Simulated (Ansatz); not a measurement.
A nudged elastic band was laid between two geometries of AlClH4O2Si + BrH (11 atoms, charge 0, multiplicity 1).

These are results of RHF/def2-SVP in Ansatz, not measurements.

```
movable images  : 5
climbing image  : yes
spring          : 5.0 eV/Å²
optimiser       : quadratic models (default)
start path      : through a guess of the saddle point
force threshold : 0.05 eV/Å
iteration limit : 60
end points      : relaxed
```

Initial state:

```xyz
11
Properties=species:S:1:pos:R:3
Al -0.282 -0.068 0.090
O -0.951 -0.105 1.632
Si -1.484 -0.053 3.173
H -2.909 -0.448 3.242
H -0.699 -0.999 4.007
H -1.339 1.307 3.738
Cl 1.519 0.967 -0.194
O -1.124 -0.539 -1.281
H -1.966 -0.940 -1.397
Br 0.938 -2.901 0.556
H 1.080 -2.778 1.954
```

Final state:

```xyz
11
Properties=species:S:1:pos:R:3
Al 0.111 -0.833 0.117
O 0.000 -0.826 2.024
Si -1.437 -0.318 2.866
H -2.539 -1.222 2.535
H -1.028 -0.503 4.274
H -1.687 1.097 2.590
Cl 1.709 0.482 -0.364
O -1.488 -0.234 0.051
H -2.074 -0.057 -0.663
Br 0.480 -3.019 -0.456
H 0.736 -1.124 2.546
```

(1) Which bonds break or form, and what moves?

(2) Give the energies along the band, and the barrier.

(3) What is the geometry of the highest image?

## Answers

(1) Bonds broken: Br10–H11. Bonds formed: Al1–Br10, O2–H11. AlClH4O2Si + BrH becomes AlBrClH5O2Si.

(2) The forces met the threshold. The highest image is number 3 of 0 to 6, 0.45 eV above the first end and 1.58 eV above the last; the last end lies 1.13 eV below the first. Neighbouring images differ by up to 1.4 eV, so the band resolves the path poorly. A vibrational analysis at the climbing image gives one clearly imaginary mode, 1109i cm⁻¹, and a faint second one (14i cm⁻¹) that may be numerical noise or a soft torsion: probably a first-order saddle point. The orbitals stay closed-shell, which can raise the energy where a bond breaks towards radicals; this wasn't checked here.

```
image  path coordinate (Å)  energy (eV)  Br10–H11 (Å)  Al1–Br10 (Å)  O2–H11 (Å)
    0                 0.00         0.00          1.41          3.12        3.37
    1                 0.66         0.02          1.41          3.07        2.84
    2                 1.32         0.12          1.42          2.99        2.14
    3                 1.98         0.45          1.57          2.67        1.40
    4                 3.30        -1.00          2.77          2.32        0.95
    5                 4.63        -1.09          3.05          2.30        0.95
    6                 5.96        -1.13          3.56          2.29        0.95
```

(3) 
```xyz
11
Properties=species:S:1:pos:R:3
Al -0.095 -0.346 0.138
O -0.596 -0.756 1.787
Si -1.335 -0.198 3.178
H -2.759 -0.589 3.167
H -0.657 -0.815 4.335
H -1.217 1.272 3.231
Cl 1.423 1.095 0.016
O -1.208 -0.445 -1.108
H -1.861 -1.065 -1.374
Br 0.976 -2.757 0.557
H 0.111 -1.954 1.592
```

Run time: 7.1 min on 4 threads of Intel(R) Xeon(R) Platinum 8259CL CPU @ 2.50GHz (Skylake/Cascade Lake), with other jobs on the host, peak memory 0.44 GiB.
